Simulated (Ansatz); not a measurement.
```yaml
crystal:
  periodic: [false, false, false]
  atoms:
    - {symbol: Zn, position_ang: [-1.188552, 0.595922, 0.534707]}
    - {symbol: Zn, position_ang: [0.859752, -1.227807, 0.072260]}
    - {symbol: Zn, position_ang: [-0.630778, 0.255387, -2.953088]}
    - {symbol: Se, position_ang: [-1.294457, -1.255784, -1.021304]}
    - {symbol: Se, position_ang: [1.710790, -0.211137, 1.960058]}
    - {symbol: Se, position_ang: [0.543255, 1.843420, 1.407368]}
basis:
  gaussian: {orbitals: def2-TZVP, initial_orbitals: start.molden}
total_charge: 1
magnetization: {spin_polarized: true, initial_magnetization: 1}
hamiltonian: {xc: pbe0, dispersion: d4}
scf: {omitted_lower_state_checks: [starts]}
output: {orbitals: {seedname: orbitals}}
```

The file start.molden holds the orbitals of an earlier run on this structure, at another level or in another basis.

```sh
$ ansatz run in.yaml --threads 4 --pin off --events-out ev --progress --plain --max-ram 4787MiB
```

Task: Does this run fit into the memory that it is given?

Result: No. It has 288 basis functions, and Ansatz plans for 6 GiB where 5 GiB are given.
